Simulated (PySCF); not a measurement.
# Steps of a relaxation of [OsO3Cl]−

[OsO3Cl]− (triplet). PySCF 2.14.0, UKS B3LYP, Os def2-SVP with ECP60, O def2-SVP, Cl def2-SVP; non-relativistic Hamiltonian with scalar-relativistic core potentials where named; density fitting; no spin-orbit coupling. Origin of the start: displaced along the imaginary mode. Columns: position (Å) and force (eV/Å). Energies are counted from the last step; some of the 10 steps are shown. Forces carry noise of the integration grid, about 0.01 to 0.03 eV/Å.

Run from Python with OMP_NUM_THREADS=2. Where DIIS fails, smearing, a level shift and second-order steps follow.
It took 43 s on 2 threads of Arm Neoverse V1 (shared host), from the converged density of the start.

```xyz
5
step 0  E = 0.094 eV
Os    0.1570   -0.1268    0.1145    -0.73   -1.03    0.37
O     1.0892    1.0124    1.0896    -0.06   -0.08   -0.09
O    -1.2376   -0.9367    0.9368     1.07    0.56   -0.50
O     1.1509   -1.1512   -0.9214    -0.20    0.33    0.36
Cl   -1.3203    1.1878   -1.1342    -0.09    0.22   -0.13
```

```xyz
5
step 3  E = 0.031 eV
Os    0.1478   -0.1889    0.0538     0.12    0.02    0.59
O     1.0100    1.0404    1.0241    -0.49   -0.50   -0.52
O    -1.1926   -0.9648    0.9509     0.63    0.33   -0.50
O     1.2176   -1.2312   -0.8541    -0.41    0.26    0.28
Cl   -1.3437    1.3301   -1.0894     0.15   -0.10    0.15
```

```xyz
5
step 6  E = 0.001 eV
Os    0.1578   -0.2010    0.0533    -0.03    0.14   -0.02
O     0.9651    1.0695    0.9831    -0.01   -0.02   -0.02
O    -1.1702   -0.9778    0.9231    -0.03   -0.04    0.02
O     1.2095   -1.2633   -0.8298     0.01   -0.03   -0.01
Cl   -1.3231    1.3582   -1.0443     0.05   -0.05    0.02
```

Problem. Where does the relaxation end?

Solution. It converges at step 9 in Cs:
```xyz
5
step 9  E = 0
Os    0.1543   -0.1970    0.0544
O     0.9646    1.0719    0.9832
O    -1.1695   -0.9830    0.9255
O     1.2041   -1.2604   -0.8325
Cl   -1.3144    1.3540   -1.0452
```

Problem. How did the contacts change?

Solution. 
```json
{"contact": "Os1–O2 (O)", "start (Å)": "1.766", "end (Å)": "1.769"}
{"contact": "Os1–O3 (O)", "start (Å)": "1.810", "end (Å)": "1.769"}
{"contact": "Os1–O4 (O)", "start (Å)": "1.764", "end (Å)": "1.738"}
{"contact": "Os1–Cl5 (Cl)", "start (Å)": "2.339", "end (Å)": "2.402"}
```


Open shells may have lower solutions than the one found.
